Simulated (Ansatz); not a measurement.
Cost and result for the atomization energy of C$_{3}$H$_{4}$ClI, SMILES `C/C(Cl)=C\I` (9 atoms, 8 bonds).

```json
{"atom": "C1", "x (Å)": "0.105", "y (Å)": "-0.535", "z (Å)": "1.033"}
{"atom": "C2", "x (Å)": "0.349", "y (Å)": "-0.126", "z (Å)": "-0.371"}
{"atom": "Cl3", "x (Å)": "1.708", "y (Å)": "-0.921", "z (Å)": "-1.111"}
{"atom": "C4", "x (Å)": "-0.316", "y (Å)": "0.745", "z (Å)": "-1.118"}
{"atom": "I5", "x (Å)": "-1.965", "y (Å)": "1.818", "z (Å)": "-0.471"}
{"atom": "H6", "x (Å)": "-0.753", "y (Å)": "-0.007", "z (Å)": "1.447"}
{"atom": "H7", "x (Å)": "-0.077", "y (Å)": "-1.611", "z (Å)": "1.085"}
{"atom": "H8", "x (Å)": "0.985", "y (Å)": "-0.322", "z (Å)": "1.645"}
{"atom": "H9", "x (Å)": "-0.036", "y (Å)": "0.958", "z (Å)": "-2.139"}
```

Charge 0, multiplicity 1. Correlated methods include outer-core shells of I, which these sets cover unevenly. I: def2 effective core potential. All single points use the PBE0-D4/def2-TZVP geometry. Program: Ansatz. All runs use 4 threads of an Intel Xeon 6975P-C on a shared host. Times are those of one run each, without the atoms' runs, and a repeat can differ threefold. Electronic energies, without spin–orbit coupling; frozen cores. CCSD(T)/CBS adds CCSD(T) − MP2 in def2-TZVPP to the MP2 limit, and its time is that of the two runs behind it. T1 = 0.010. With those shells the extrapolation isn't a true limit. B3LYP takes the VWN-RPA correlation (the form of Gaussian; ORCA's B3LYP/G). HSE06 is the plane-wave form, built on full-range PBE exchange.

CCSD(T)/CBS is a level of theory with its own doubt, some kJ/mol a heavy atom from the limit and from the frozen cores, so smaller differences don't rank the functionals.

| level | functions | wall time | atomization (kJ/mol) | difference from CCSD(T)/CBS | per bond |
| --- | --- | --- | --- | --- | --- |
| LDA (SPW92)/def2-TZVPP | 241 | 0.8 s | 3884.5 | 543.7 | 68.0 |
| revPBE-D4/def2-TZVPP | 241 | 1.2 s | 3365.3 | 24.5 | 3.1 |
| BLYP-D4/def2-TZVPP | 241 | 1.2 s | 3331.5 | -9.3 | -1.2 |
| CAM-B3LYP-D4/def2-TZVPP | 241 | 2.2 s | 3326.9 | -13.9 | -1.7 |
| HSE06-D4/def2-TZVPP | 241 | 2.3 s | 3385.5 | 44.7 | 5.6 |
| B3LYP-D4/def2-TZVPP (with forces) | 241 | 3.1 s | 3327.1 | -13.7 | -1.7 |
| r2SCAN-D4/def2-TZVPP (with forces) | 241 | 3.2 s | 3356.4 | 15.6 | 2.0 |
| B2PLYP/def2-TZVPP | 241 | 3.6 s | 3295.0 | -45.8 | -5.7 |
| CCSD(T)/def2-SVP | 106 | 4.1 s | 3163.4 | -177.4 | -22.2 |
| B97M-V/def2-TZVPP | 241 | 4.2 s | 3346.1 | 5.3 | 0.7 |
| MP2/def2-QZVPP | 443 | 14 s | 3390.7 | 49.9 | 6.2 |
| CCSD(T)/def2-TZVPP | 241 | 57 s | 3248.5 | -92.3 | -11.5 |
| CCSD(T)/CBS(def2) | – | 70 s | 3340.8 | 0.0 | 0.0 |

The D4 term adds +40.0 kJ/mol with B3LYP and +20.9 kJ/mol with PBE0; it sums over pairs of atoms, weighted by their polarisabilities, and B3LYP, whose exchange is more repulsive, gets the larger term. From r2SCAN to r2SCAN0 (25 % exact exchange), in def2-TZVPP and without D4, the atomization energy moves by −57.5 kJ/mol: exact exchange takes away binding that semilocal exchange gives to molecules. At CCSD(T), def2-SVP lies −177.4 kJ/mol from the extrapolated value and def2-TZVPP −92.3 kJ/mol: correlation converges slowly with the basis, and small sets miss more of it in the bonded molecule than in its fragments.

Spin–orbit coupling would lower the free I atoms strongly, and the atomization energy with them, by more than many differences here.
